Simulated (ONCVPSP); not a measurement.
## Pseudopotential generation for tellurium: ONCV, PBE, fully relativistic.

The input file (ONCVPSP 4.0.1):

```
# ATOM AND REFERENCE CONFIGURATION
# atsym  z   nc   nv     iexc    psfile
  Te 52.00    8    3        4      upf
#
#   n    l    f
    1    0    2.00
    2    0    2.00
    2    1    6.00
    3    0    2.00
    3    1    6.00
    3    2   10.00
    4    0    2.00
    4    1    6.00
    4    2   10.00
    5    0    2.00
    5    1    1.00
#
# PSEUDOPOTENTIAL AND OPTIMIZATION
# lmax
    2
#
#   l,   rc,      ep,       ncon, nbas, qcut
    0    1.70    0.00    3    7    3.50
    1    1.90    0.00    4    9    4.80
    2    1.20    0.00    4    9   14.10
#
# LOCAL POTENTIAL
# lloc, lpopt,  rc(5),   dvloc0
    4    5    0.95    3.00
#
# VANDERBILT-KLEINMAN-BYLANDER PROJECTORs
# l, nproj, debl
    0    1    3.60
    1    3    0.40
    2    2    0.60
#
# MODEL CORE CHARGE
# icmod, fcfact, rcfact
    3    3.00    1.30
#
# LOG DERIVATIVE ANALYSIS
# epsh1, epsh2, depsh
   -4.00    5.00    0.02
#
# OUTPUT GRID
# rlmax, drl
    6.00    0.01
#
# TEST CONFIGURATIONS
# ncnf
    4
# nvcnf
#   n    l    f
    3
    4    2   10.00
    5    0    2.00
    5    1    4.00
#
    3
    4    2   10.00
    5    0    2.00
    5    1    3.00
#
    3
    4    2   10.00
    5    0    2.00
    5    1    2.00
#
    3
    4    2    9.00
    5    0    2.00
    5    1    4.00
#
```

Command:

```bash
oncvpspr.x < Te.dat > Te.out
```

Resulting log (shortened: citation, most of the input echo, consistency checks and plot data are left out):

```
ONCVPSP  (Optimized Norm-Conservinng Vanderbilt PSeudopotential)
relativistic version 4.0.1

#   n    l    f        energy (Ha)
    1    0    2.00    -1.1626894D+03
    2    0    2.00    -1.7921031D+02
    2    1    6.00    -1.5788603D+02    -1.6797379D+02
    3    0    2.00    -3.6580560D+01
    3    1    6.00    -3.0081459D+01    -3.1961784D+01
    3    2   10.00    -2.1544172D+01    -2.1937354D+01
    4    0    2.00    -7.1708208D+00
    4    1    6.00    -5.2255438D+00    -5.5830033D+00
    4    2   10.00    -2.6352270D+00    -2.6896783D+00
    5    0    2.00    -1.5683483D+00
    5    1    1.00    -1.1474678D+00    -1.1923835D+00

Reference configufation results
  iterations    22
  all-electron total energy (Ha)   -6.79479559D+03

Begin loop to  construct optimized pseudo wave functions
and semi-local pseudopoentials for all angular momenta

Calculating optimized projector #   1

 for l=   0

    Fraction of norm inside rc  0.376143
    Optimizing pswf for qcut=   3.50 a_B^-1,  ecut=   6.11 Ha
    Residual kinetic energy error=  5.97D-03 Ha

    Energy error per electron        Cutoff
         Ha          eV             Ha
         0.01000     0.27211        5.55
         0.00100     0.02721       18.49
         0.00010     0.00272       44.80
         0.00001     0.00027       78.97

WARNING wellstate: negative energy specified for n= 6 l=  1
WARNING scattering state with energy  0.25000000
WARNING will be used for the first projector

   Wellstate for l =  1  n =  7 kap= -2
     eigenvalue =   0.2500
     asymptotic potential =   0.7500
     half-point radius =  5.1060

   Wellstate for l =  1  n =  8 kap= -2
     eigenvalue =   0.6500
     asymptotic potential =   1.1500
     half-point radius =  6.3557

Calculating optimized projector #   1

 for l=   1

    Fraction of norm inside rc  0.332541
    Optimizing pswf for qcut=   4.79 a_B^-1,  ecut=  11.47 Ha
    Residual kinetic energy error=  3.12D-05 Ha

    Energy error per electron        Cutoff
         Ha          eV             Ha
         0.01000     0.27211        5.54
         0.00100     0.02721        8.34
         0.00010     0.00272       10.48
         0.00001     0.00027       34.24

Calculating optimized projector #   2

 for l=   1

    Fraction of norm inside rc  0.069986
    Optimizing pswf for qcut=   4.79 a_B^-1,  ecut=  11.47 Ha
    Residual kinetic energy error=  7.89D-04 Ha

    Energy error per electron        Cutoff
         Ha          eV             Ha
         0.01000     0.27211        4.80
         0.00100     0.02721        9.37
         0.00010     0.00272       82.56
         0.00001     0.00027       98.71

Calculating optimized projector #   3

 for l=   1

    Fraction of norm inside rc  0.052798
    Optimizing pswf for qcut=   4.79 a_B^-1,  ecut=  11.47 Ha
    Residual kinetic energy error=  6.06D-04 Ha

    Energy error per electron        Cutoff
         Ha          eV             Ha
         0.01000     0.27211        5.00
         0.00100     0.02721        9.10
         0.00010     0.00272       80.17
         0.00001     0.00027      121.20

   Wellstate for l =  1  n =  7 kap=  1
     eigenvalue =  -0.7924

   Wellstate for l =  1  n =  8 kap=  1
     eigenvalue =   0.6373

Calculating optimized projector #   1

 for l=   1

    Fraction of norm inside rc  0.370498
    Optimizing pswf for qcut=   4.79 a_B^-1,  ecut=  11.47 Ha
    Residual kinetic energy error=  6.75D-05 Ha

    Energy error per electron        Cutoff
         Ha          eV             Ha
         0.01000     0.27211        6.14
         0.00100     0.02721        8.92
         0.00010     0.00272       11.35
         0.00001     0.00027       24.06

Calculating optimized projector #   2

 for l=   1

    Fraction of norm inside rc  0.071046
    Optimizing pswf for qcut=   4.79 a_B^-1,  ecut=  11.47 Ha
    Residual kinetic energy error=  3.63D-04 Ha

    Energy error per electron        Cutoff
         Ha          eV             Ha
         0.01000     0.27211        5.10
         0.00100     0.02721        9.00
         0.00010     0.00272       59.09
         0.00001     0.00027       95.61

Calculating optimized projector #   3

 for l=   1

    Fraction of norm inside rc  0.052548
    Optimizing pswf for qcut=   4.79 a_B^-1,  ecut=  11.47 Ha
    Residual kinetic energy error=  2.67D-04 Ha

    Energy error per electron        Cutoff
         Ha          eV             Ha
         0.01000     0.27211        5.39
         0.00100     0.02721        9.13
         0.00010     0.00272       52.22
         0.00001     0.00027      118.10

WARNING wellstate: negative energy specified for n= 5 l=  2
WARNING scattering state with energy  0.25000000
WARNING will be used for the first projector

   Wellstate for l =  2  n =  6 kap= -3
     eigenvalue =   0.2500
     asymptotic potential =   0.7500
     half-point radius =  3.4200

Calculating optimized projector #   1

 for l=   2

    Fraction of norm inside rc  0.762460
    Optimizing pswf for qcut=  14.10 a_B^-1,  ecut=  99.46 Ha
    Residual kinetic energy error=  1.12D-08 Ha

    Energy error per electron        Cutoff
         Ha          eV             Ha
         0.01000     0.27211       43.35
         0.00100     0.02721       55.45
         0.00010     0.00272       66.88
         0.00001     0.00027       76.28

Calculating optimized projector #   2

 for l=   2

    Fraction of norm inside rc  0.026460
    Optimizing pswf for qcut=  14.10 a_B^-1,  ecut=  99.46 Ha
    Residual kinetic energy error=  1.19D-09 Ha

    Energy error per electron        Cutoff
         Ha          eV             Ha
         0.01000     0.27211       31.07
         0.00100     0.02721       44.60
         0.00010     0.00272       57.00
         0.00001     0.00027       68.53

   Wellstate for l =  2  n =  6 kap=  2
     eigenvalue =  -2.0897

Calculating optimized projector #   1

 for l=   2

    Fraction of norm inside rc  0.772328
    Optimizing pswf for qcut=  14.10 a_B^-1,  ecut=  99.46 Ha
    Residual kinetic energy error=  1.27D-08 Ha

    Energy error per electron        Cutoff
         Ha          eV             Ha
         0.01000     0.27211       44.25
         0.00100     0.02721       56.47
         0.00010     0.00272       67.83
         0.00001     0.00027       77.31

Calculating optimized projector #   2

 for l=   2

    Fraction of norm inside rc  0.026207
    Optimizing pswf for qcut=  14.10 a_B^-1,  ecut=  99.46 Ha
    Residual kinetic energy error=  1.45D-09 Ha

    Energy error per electron        Cutoff
         Ha          eV             Ha
         0.01000     0.27211       31.74
         0.00100     0.02721       45.36
         0.00010     0.00272       58.02
         0.00001     0.00027       69.50

Construct Vanderbilt / Kleinmman-Bylander projectors

B matrix Hermiticity error, ll=  1  kap= -2
   1   2   -7.3363D-05
   1   3    8.6929D-05
   2   3    1.0994D-05

  Orthonormal projector coefficients -6.8931E+01  8.8452E+00  1.3683E+00

B matrix Hermiticity error, ll=  1  kap=  1
   1   2   -7.8960D-05
   1   3    9.2535D-05
   2   3    1.1322D-05

  Orthonormal projector coefficients -6.8057E+01  8.5896E+00  1.0717E+00

B matrix Hermiticity error, ll=  2  kap= -3
   1   2   -3.1934D-04

  Orthonormal projector coefficients  4.3052E+00  5.1275E-01

B matrix Hermiticity error, ll=  2  kap=  2
   1   2   -3.2812D-04

  Orthonormal projector coefficients  7.3060E-01 -5.9259E-01

 Orthonormal scalar projector coefficients, l =  1
 -6.8521E+01  8.7300E+00  1.2483E+00 -9.1642E-02  2.3439E-02  5.2748E-04

 Orthonormal spin-orbit projector coefficients, l =  1
 -4.2937E+00  3.8884E+00  5.8417E-01 -4.8678E-01  1.0690E-01 -1.3336E-02

 Orthonormal scalar projector coefficients, l =  2
  2.6044E+00  3.9172E-01 -5.0253E-02  9.0276E-05

 Orthonormal spin-orbit projector coefficients, l =  2
  1.7664E+00  9.4506E-02  1.2137E-02 -1.0153E-03

Model core correction analysis
  based on d2Exc/dn_idn_j

d2excae - all-electron derivatives

   -2.084008D-02   -6.682487D-03   -4.336461D-03
   -6.682101D-03   -2.893189D-02   -2.774703D-02
   -4.335973D-03   -2.774642D-02   -3.051348D-02

d2excps - pseudofunction derivatives with no core correction

   -4.003453D-02   -9.636596D-03   -5.765946D-03
   -9.635405D-03   -3.688521D-02   -3.501626D-02
   -5.764607D-03   -3.501563D-02   -3.775092D-02

rms 2nd derivative error    8.241354E-03

rmatch, rhocmatch    0.8202   18.7929

Teter function model core charge with specified parameters

d2excps - pseudofunction derivatives with core correction

   -3.179533D-02   -9.383018D-03   -5.694223D-03
   -9.381934D-03   -3.665998D-02   -3.487637D-02
   -5.692919D-03   -3.487565D-02   -3.766054D-02

rms 2nd derivative error    6.242697E-03

Pseudoatom total energy  -93.208724

Diagnostic tests using Vanderbilt-Kleinman-Bylander pseudopotentials
  relativistic with J = L +/- 1/2 projectors

   l  kap   rcore       rmatch      e in        delta e    norm test   slope test

   0  -1   1.7017185   1.7533863  -1.5683483   0.0000399   1.0000110   1.0016358

   1  -2   1.9065550   1.9644422  -1.1474678  -0.0000033   1.0000475   0.9999306
   1   1   1.9065550   1.9644422  -1.1923835   0.0000049   1.0000498   0.9999865
   1  -2   1.9065550   1.9644422   0.2500000   0.0000091   1.0002144   1.0002144
   1   1   1.9065550   1.9644422   0.2373372   0.0000158   1.0002371   1.0002371
   1  -2   1.9065550   1.9644422   0.6500000   0.0000056   1.0002400   1.0002400
   1   1   1.9065550   1.9644422   0.6394277   0.0000060   1.0002514   1.0002514

   2  -3   1.2028316   1.2393522  -2.6352270  -0.0000032   1.0001980   1.0002793
   2   2   1.2028316   1.2393522  -2.6896783   0.0000421   1.0002209   1.0002311
   2  -3   1.2028316   1.2393522   0.2500000   0.0003190   1.0003893   1.0003893
   2   2   1.2028316   1.2393522   0.2463780   0.0000811   1.0005069   1.0005069

Diagnostic tests using Vanderbilt-Kleinman-Bylander pseudopotentials
  relativistic with scalar and spin-orbit non-local projectors

   l  kap   rcore       rmatch      e in        delta e    norm test   slope test

   0  -1   1.7017185   1.7533863  -1.5683483   0.0000399   1.0000110   1.0016358

   1  -2   1.9065550   1.9644422  -1.1474678  -0.0006380   0.9997925   1.0247582
   1   1   1.9065550   1.9644422  -1.1923835  -0.0007341   0.9998665   0.9615861
   1  -2   1.9065550   1.9644422   0.2500000  -0.0025346   1.0005954   1.0005954
   1   1   1.9065550   1.9644422   0.2373372  -0.0028334   1.0006937   1.0006937
   1  -2   1.9065550   1.9644422   0.6500000  -0.0028517   1.0006390   1.0006390
   1   1   1.9065550   1.9644422   0.6394277  -0.0032043   1.0006927   1.0006927

   2  -3   1.2028316   1.2393522  -2.6352270  -0.0000015   1.0001977   1.0002799
   2   2   1.2028316   1.2393522  -2.6896783   0.0000382   1.0002214   1.0002296
   2  -3   1.2028316   1.2393522   0.2500000   0.0003212   1.0003895   1.0003895
   2   2   1.2028316   1.2393522   0.2463780   0.0000769   1.0005063   1.0005063

Ghost test for J = L + 1/2

 Testing for bound ghosts
   n   l    E NL Schr. Eq   E Basis Diag.   E Cutoff

       0                      -12.002920     43.10  WARNING - GHOST(-)
   1   0       -1.568308       -1.567234     43.10

       1                       -4.287598    137.08  WARNING - GHOST(-)
   2   1       -1.147471       -1.145980    137.08

   3   2       -2.635230       -2.634928    306.74

 Testing for highly-localized positive-energy ghosts
       l    <radius>/rc     E Basis Diag.   E Cutoff

       1        0.310799       -0.133581    137.08  WARNING - GHOST(+)

       1        0.653110       19.391258    137.08  WARNING - GHOST(+)

       1        0.870343       38.080643    137.08  WARNING - GHOST(+)

Ghost test for J = L - 1/2

 Testing for bound ghosts
   n   l    E NL Schr. Eq   E Basis Diag.   E Cutoff

       0                      -12.002920     43.10  WARNING - GHOST(-)
   1   0       -1.568308       -1.567234     43.10

       1                       -4.297486    137.08  WARNING - GHOST(-)
   2   1       -1.192379       -1.191278    137.08

   3   2       -2.689636       -2.689375    306.74

 Testing for highly-localized positive-energy ghosts
       l    <radius>/rc     E Basis Diag.   E Cutoff

       1        0.296390        0.090458    137.08  WARNING - GHOST(+)

       1        0.374628       21.918428    137.08  WARNING - GHOST(+)

       1        0.764388       39.226823    137.08  WARNING - GHOST(+)

Test configuration 0

   n   l kap    f        eae           eps        diff
   1   0  -1  2.0000-1162.68939628
   2   0  -1  2.0000 -179.21031090
   2   1  -2  4.0000 -157.88602926
   2   1   1  2.0000 -167.97379362
   3   0  -1  2.0000  -36.58056004
   3   1  -2  4.0000  -30.08145875
   3   1   1  2.0000  -31.96178356
   3   2  -3  6.0000  -21.54417225
   3   2   2  4.0000  -21.93735359
   4   0  -1  2.0000   -7.17082083
   4   1  -2  4.0000   -5.22554382
   4   1   1  2.0000   -5.58300331
   4   2  -3  6.0000   -2.63522704   -2.63523023   -3.19E-06
   4   2   2  4.0000   -2.68967834   -2.68963623    4.21E-05
   5   0  -1  2.0000   -1.56834830   -1.56830835    3.99E-05
   5   1  -2  0.6667   -1.14746776   -1.14747106   -3.30E-06
   5   1   1  0.3333   -1.19238351   -1.19237860    4.91E-06

    Total energies and differences
      AE_ref= -6.79479559E+03  AE_tst= -6.79479559E+03  dif=  0.00E+00
      PS_ref= -9.32087243E+01  PS_tst= -9.32087243E+01  dif=  7.11E-14
      PSP excitation error= -7.11E-14

Test configuration 1

   n   l kap    f        eae           eps        diff
   1   0  -1  2.0000-1161.53073724
   2   0  -1  2.0000 -178.06126709
   2   1  -2  4.0000 -156.73602537
   2   1   1  2.0000 -166.82336412
   3   0  -1  2.0000  -35.43606252
   3   1  -2  4.0000  -28.93695335
   3   1   1  2.0000  -30.81703937
   3   2  -3  6.0000  -20.39959885
   3   2   2  4.0000  -20.79271003
   4   0  -1  2.0000   -6.03545891
   4   1  -2  4.0000   -4.09155616
   4   1   1  2.0000   -4.44840531
   4   2  -3  6.0000   -1.50741046   -1.51803068   -1.06E-02
   4   2   2  4.0000   -1.56131015   -1.57214770   -1.08E-02
   5   0  -1  2.0000   -0.55462653   -0.55551082   -8.84E-04
   5   1  -2  2.6667   -0.20975014   -0.20994822   -1.98E-04
   5   1   1  1.3333   -0.23886573   -0.23911328   -2.48E-04

    Total energies and differences
      AE_ref= -6.79479559E+03  AE_tst= -6.79680308E+03  dif= -2.01E+00
      PS_ref= -9.32087243E+01  PS_tst= -9.52173224E+01  dif= -2.01E+00
      PSP excitation error=  1.10E-03

Test configuration 2

   n   l kap    f        eae           eps        diff
   1   0  -1  2.0000-1161.86736036
   2   0  -1  2.0000 -178.39627040
   2   1  -2  4.0000 -157.07119943
   2   1   1  2.0000 -167.15861152
   3   0  -1  2.0000  -35.77031387
   3   1  -2  4.0000  -29.27120816
   3   1   1  2.0000  -31.15133195
   3   2  -3  6.0000  -20.73385833
   3   2   2  4.0000  -21.12698073
   4   0  -1  2.0000   -6.36828002
   4   1  -2  4.0000   -4.42419586
   4   1   1  2.0000   -4.78112860
   4   2  -3  6.0000   -1.83907300   -1.84778984   -8.72E-03
   4   2   2  4.0000   -1.89306572   -1.90194887   -8.88E-03
   5   0  -1  2.0000   -0.86088139   -0.86180026   -9.19E-04
   5   1  -2  2.0000   -0.49215496   -0.49256786   -4.13E-04
   5   1   1  1.0000   -0.52624202   -0.52669533   -4.53E-04

    Total energies and differences
      AE_ref= -6.79479559E+03  AE_tst= -6.79644479E+03  dif= -1.65E+00
      PS_ref= -9.32087243E+01  PS_tst= -9.48587062E+01  dif= -1.65E+00
      PSP excitation error=  7.77E-04

Test configuration 3

   n   l kap    f        eae           eps        diff
   1   0  -1  2.0000-1162.25634541
   2   0  -1  2.0000 -178.78211879
   2   1  -2  4.0000 -157.45736217
   2   1   1  2.0000 -167.54491329
   3   0  -1  2.0000  -36.15468374
   3   1  -2  4.0000  -29.65558091
   3   1   1  2.0000  -31.53578216
   3   2  -3  6.0000  -21.11825198
   3   2   2  4.0000  -21.51139716
   4   0  -1  2.0000   -6.74968876
   4   1  -2  4.0000   -4.80516934
   4   1   1  2.0000   -5.16229619
   4   2  -3  6.0000   -2.21804655   -2.22331912   -5.27E-03
   4   2   2  4.0000   -2.27221959   -2.27757111   -5.35E-03
   5   0  -1  2.0000   -1.20162773   -1.20233376   -7.06E-04
   5   1  -2  1.3333   -0.80731694   -0.80778308   -4.66E-04
   5   1   1  0.6667   -0.84667538   -0.84716245   -4.87E-04

    Total energies and differences
      AE_ref= -6.79479559E+03  AE_tst= -6.79578517E+03  dif= -9.90E-01
      PS_ref= -9.32087243E+01  PS_tst= -9.41986081E+01  dif= -9.90E-01
      PSP excitation error=  3.03E-04

Test configuration 4

   n   l kap    f        eae           eps        diff
   1   0  -1  2.0000-1162.20056204
   2   0  -1  2.0000 -178.74955563
   2   1  -2  4.0000 -157.42365369
   2   1   1  2.0000 -167.51053708
   3   0  -1  2.0000  -36.10689599
   3   1  -2  4.0000  -29.60757921
   3   1   1  2.0000  -31.48852952
   3   2  -3  6.0000  -21.07373963
   3   2   2  4.0000  -21.46717271
   4   0  -1  2.0000   -6.65155428
   4   1  -2  4.0000   -4.69328755
   4   1   1  2.0000   -5.05625098
   4   2  -3  5.4000   -2.07861557   -2.11036602   -3.18E-02
   4   2   2  3.6000   -2.13502382   -2.16744424   -3.24E-02
   5   0  -1  2.0000   -0.94164436   -0.94130294    3.41E-04
   5   1  -2  2.6667   -0.54437166   -0.54148640    2.89E-03
   5   1   1  1.3333   -0.58354213   -0.58116356    2.38E-03

    Total energies and differences
      AE_ref= -6.79479559E+03  AE_tst= -6.79499443E+03  dif= -1.99E-01
      PS_ref= -9.32087243E+01  PS_tst= -9.33872876E+01  dif= -1.79E-01
      PSP excitation error= -2.03E-02
```

Note: ghosts flagged at negative energy: s at -326.6 eV, p3/2 at -116.7 eV, p1/2 at -116.9 eV, p3/2 at -3.6 eV; GHOST(+) flagged for p1/2 at 2.46 eV, p3/2 at 527.7 eV, p1/2 at 596.4 eV. A true bound ghost makes a file unfit for plane-wave use.

The run took about 11 s on one core of a shared server CPU.
